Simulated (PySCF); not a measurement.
C4H7F2NO.
Z-matrix (Å and degrees, PBE0-D3(BJ)/def2-SVP geometry), rows numbered from 1:
```
N 
C   1  1.2700
C   2  1.5059  1  116.17
O   3  1.3788  2  111.95  1    -0.75
C   2  1.5057  1  125.76  3  -178.58
C   5  1.5148  2  112.78  1    90.86
F   6  1.3526  5  110.35  2    64.00
F   6  1.3490  5  109.49  2  -177.51
H   1  1.0223  2  113.22  3  -179.46
H   3  1.1118  2  107.21  1   122.45
H   3  1.1092  2  107.51  1  -124.52
H   4  0.9758  3  104.40  2     0.94
H   5  1.1016  2  111.09  1  -148.80
H   5  1.1005  2  110.10  1   -29.32
H   6  1.1046  5  112.70  2   -56.68
```

Method used: PBE0-D3(BJ)/def2-SVP geometry optimisation, gas phase (PySCF 2.14.0).

Take the most abundant isotopes and a rigid rotor. The values belong to one conformer with, in the numbering `[H]/[N:1]=[C:2](/[CH2:3][OH:4])[CH2:5][CH:6]([F:7])[F:8]`, N1–C2–C3–O4 -1°, C2–C3–O4–H 1°, N1–C2–C5–C6 91°, C2–C5–C6–F7 64°.

(1) What are A, B and C (GHz)?

(2) What kind of rotor is it?

(3) Is it planar, by Δ = Ic − Ia − Ib?

(4) Give the other two planar moments, Paa and Pbb, and the rms extents of the mass along the axes.

(5) Which types of transition are allowed, and where do some lines up to J = 4 fall?

(6) Estimate the classical rotational partition function at 25 K, 100 K and 500 K.

Answers

(1) Ia = 119.86, Ib = 466.02, Ic = 533.56 u·Å²; 505379 MHz·u·Å²/I gives 4216, 1084 and 947.2 MHz, that is A = 4.2164, B = 1.0844, C = 0.9472 GHz.

(2) A near-prolate asymmetric top; Ray's κ = -0.916.

(3) Not planar: Δ = Ic − Ia − Ib = -52.33 u·Å². For a rigid frame Δ = −2 Σ m c², so Σ m c² = 26.16 u·Å² lies off the ab plane: 8.48 from hydrogen and 17.68 from heavier atoms. The atom farthest from that plane is 1.62 Å away.

(4) Paa = Σ m a² = (Ib + Ic − Ia)/2 = 439.86 and Pbb = Σ m b² = (Ia + Ic − Ib)/2 = 93.70 u·Å². With the mass M = 123.05 u, the rms extents √(P/M) along a, b and c are 1.89, 0.87, 0.46 Å.

(5) The dipole components are |μa| = 2.00 D, |μb| = 2.49 D, |μc| = 0.43 D. Intensities carry the squares of the components, which stand as 0.64 : 1.00 : 0.03 (a : b : c). Some of the stronger lines:

```json
{"type": "a", "branch": "Q", "J(Ka,Kc)": "2(1,1) ← 2(1,2)", "MHz": "412", "lower level (cm⁻¹)": "0.303"}
{"type": "b", "branch": "R", "J(Ka,Kc)": "2(0,2) ← 1(1,1)", "MHz": "927", "lower level (cm⁻¹)": "0.172"}
{"type": "a", "branch": "Q", "J(Ka,Kc)": "4(1,3) ← 4(1,4)", "MHz": "1372", "lower level (cm⁻¹)": "0.761"}
{"type": "a", "branch": "R", "J(Ka,Kc)": "1(0,1) ← 0(0,0)", "MHz": "2032", "lower level (cm⁻¹)": "0.000"}
{"type": "b", "branch": "R", "J(Ka,Kc)": "3(0,3) ← 2(1,2)", "MHz": "3078", "lower level (cm⁻¹)": "0.303"}
{"type": "b", "branch": "Q", "J(Ka,Kc)": "1(1,0) ← 1(0,1)", "MHz": "3269", "lower level (cm⁻¹)": "0.068"}
{"type": "b", "branch": "Q", "J(Ka,Kc)": "2(1,1) ← 2(0,2)", "MHz": "3411", "lower level (cm⁻¹)": "0.203"}
{"type": "a", "branch": "R", "J(Ka,Kc)": "2(1,2) ← 1(1,1)", "MHz": "3926", "lower level (cm⁻¹)": "0.172"}
{"type": "a", "branch": "R", "J(Ka,Kc)": "2(1,1) ← 1(1,0)", "MHz": "4201", "lower level (cm⁻¹)": "0.177"}
{"type": "b", "branch": "R", "J(Ka,Kc)": "1(1,1) ← 0(0,0)", "MHz": "5164", "lower level (cm⁻¹)": "0.000"}
{"type": "a", "branch": "R", "J(Ka,Kc)": "3(1,3) ← 2(1,2)", "MHz": "5886", "lower level (cm⁻¹)": "0.303"}
{"type": "a", "branch": "R", "J(Ka,Kc)": "3(2,2) ← 2(2,1)", "MHz": "6095", "lower level (cm⁻¹)": "0.630"}
{"type": "b", "branch": "R", "J(Ka,Kc)": "2(1,2) ← 1(0,1)", "MHz": "7058", "lower level (cm⁻¹)": "0.068"}
{"type": "a", "branch": "R", "J(Ka,Kc)": "4(0,4) ← 3(0,3)", "MHz": "8083", "lower level (cm⁻¹)": "0.406"}
{"type": "a", "branch": "R", "J(Ka,Kc)": "4(2,3) ← 3(2,2)", "MHz": "8123", "lower level (cm⁻¹)": "0.834"}
{"type": "a", "branch": "R", "J(Ka,Kc)": "4(1,3) ← 3(1,2)", "MHz": "8392", "lower level (cm⁻¹)": "0.527"}
{"type": "b", "branch": "R", "J(Ka,Kc)": "3(1,3) ← 2(0,2)", "MHz": "8885", "lower level (cm⁻¹)": "0.203"}
{"type": "b", "branch": "Q", "J(Ka,Kc)": "4(2,2) ← 4(1,3)", "MHz": "8990", "lower level (cm⁻¹)": "0.807"}
{"type": "b", "branch": "Q", "J(Ka,Kc)": "2(2,0) ← 2(1,1)", "MHz": "9400", "lower level (cm⁻¹)": "0.317"}
{"type": "b", "branch": "Q", "J(Ka,Kc)": "2(2,1) ← 2(1,2)", "MHz": "9808", "lower level (cm⁻¹)": "0.303"}
{"type": "b", "branch": "Q", "J(Ka,Kc)": "4(2,3) ← 4(1,4)", "MHz": "10296", "lower level (cm⁻¹)": "0.761"}
{"type": "b", "branch": "R", "J(Ka,Kc)": "2(2,0) ← 1(1,1)", "MHz": "13738", "lower level (cm⁻¹)": "0.172"}
{"type": "b", "branch": "R", "J(Ka,Kc)": "3(2,2) ← 2(1,1)", "MHz": "15491", "lower level (cm⁻¹)": "0.317"}
{"type": "b", "branch": "Q", "J(Ka,Kc)": "3(3,1) ← 3(2,2)", "MHz": "16006", "lower level (cm⁻¹)": "0.834"}
{"type": "b", "branch": "R", "J(Ka,Kc)": "4(2,3) ← 3(1,2)", "MHz": "17316", "lower level (cm⁻¹)": "0.527"}
{"type": "b", "branch": "R", "J(Ka,Kc)": "3(3,0) ← 2(2,1)", "MHz": "22101", "lower level (cm⁻¹)": "0.630"}
{"type": "b", "branch": "R", "J(Ka,Kc)": "4(3,1) ← 3(2,2)", "MHz": "24141", "lower level (cm⁻¹)": "0.834"}
```

(6) Point group C1, symmetry number σ = 1; q = (√π/σ)·√((kT/h)³/(ABC)), k/h = 20836.6 MHz/K: 10100 at 25 K, 81000 at 100 K, 906000 at 500 K.

Not checked by PBE0-D3(BJ)/def2-SVP frequencies. Constants of a rigid frame at the computed geometry: no zero-point averaging, no centrifugal distortion. Quadrupole hyperfine structure (14N) is left out.

Time: 41 s of wall time; peak memory 0.69 GiB. Hardware: Intel Xeon 6975P-C, one thread, shared host. These figures are those of the optimisation.
